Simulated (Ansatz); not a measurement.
Coupled-cluster diagnostics for the cluster ScAlN2, Ansatz.

Geometry of the singlet (PBE0-D4/def2-TZVP):

```tsv
atom	x (Å)	y (Å)	z (Å)
Al1	-1.412	0.723	-0.193
Sc2	1.411	0.033	-1.341
N3	0.378	-0.342	0.309
N4	-0.377	-0.414	1.224
```

Correlated methods freeze 12 core orbitals; core or outer-core shells of Sc are correlated, in sets that lack core-valence functions. No other spin state of charge 0 was run. The geometry of the singlet was relaxed on an unsound state (restricted singlet, unstable towards broken spin symmetry at other levels and untested here). Another isomer (singlet) lies 0.77 eV lower at PBE0-D4/def2-TZVP; other spin states weren't run for this one.

Estimate the CCSD(T) correlation energy, the shares of MP2 and (T), T1 and the reference's ⟨S²⟩ for: charge 0, singlet, own geometry in def2-TZVPP; and the rough time on 4 threads of Arm Neoverse V2 on a shared host.


| state | basis | correlation (eV) | MP2 share (%) | (T) share (%) | T1 | ⟨S²⟩ (pure) | wall time | remarks |
| --- | --- | --- | --- | --- | --- | --- | --- | --- |
| charge 0, singlet, own geometry | def2-TZVPP | -21.755 | 92.1 | 5.5 | 0.029 | 0.00 (0.00) | 24 s | restricted SCF unstable |
Customary marks for T1 are 0.02 (closed shells), 0.045 (open shells) and about 0.05 (3d metals). T1 exceeds 0.02 in 1 of 1 rows and 0.045 in 0; the higher it lies, the less the single-reference result can be trusted.
